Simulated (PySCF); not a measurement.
One molecule, a ladder of functionals, a line

Molecule: SMILES C1#[N+][AlH2-][O]C=C1, C₃H₄AlNO.

Geometry:
| atom | x (Å) | y (Å) | z (Å) |
| --- | --- | --- | --- |
| C1 | -0.180 | 2.627 | -0.657 |
| N2 | 0.339 | 1.578 | -0.573 |
| Al3 | -1.230 | 0.256 | -0.840 |
| O4 | -2.498 | 1.606 | -1.058 |
| C5 | -2.389 | 2.880 | -1.032 |
| C6 | -1.198 | 3.561 | -0.825 |
| H7 | -1.451 | -0.468 | 0.550 |
| H8 | -0.980 | -0.473 | -2.222 |
| H9 | -3.313 | 3.459 | -1.185 |
| H10 | -1.091 | 4.642 | -0.800 |

GIAO shieldings (ppm, equivalent atoms averaged) in PySCF on the PBE0-D3(BJ)/def2-SVP geometry, basis pcSseg-2, gas phase, non-relativistic:

| functional | exact exchange (%) | σ(C1) | σ(C6) | σ(Al3) | σ(O4) |
| --- | --- | --- | --- | --- | --- |
| BLYP | 0 | 15.9 | 115.7 | 394.9 | 40.1 |
| BP86 | 0 | 19.9 | 118.7 | 396.3 | 44.6 |
| PBE | 0 | 19.6 | 118.9 | 395.2 | 41.9 |
| B3LYP | 20 | 19.3 | 118.5 | 409.1 | 54.7 |
| PBE0 | 25 | 23.7 | 122.2 | 414.5 | 60.1 |
| mPW1PW91 | 25 | 23.0 | 121.4 | 416.0 | 60.4 |
| HF | 100 | 32.8 | 133.6 | 466.8 | 113.7 |

Q: Fit each shielding as a line in the percentage of exact exchange.

A: σ(C1) = 18.5 + 0.14 x (rms 1.6 ppm); σ(C6) = 117.4 + 0.16 x (rms 1.3 ppm); σ(Al3) = 395.9 + 0.71 x (rms 1.1 ppm); σ(O4) = 42.0 + 0.72 x (rms 1.4 ppm). The functionals also differ in their semilocal parts, which the line can't hold; Hartree–Fock has no correlation at all.

Q: What does the line predict for BHandHLYP (50 %), and what does the run give?

A: σ(C1): 25.5 predicted, 24.1 computed; σ(C6): 125.4 predicted, 123.3 computed; σ(Al3): 431.4 predicted, 429.5 computed; σ(O4): 78.0 predicted, 76.9 computed ppm.
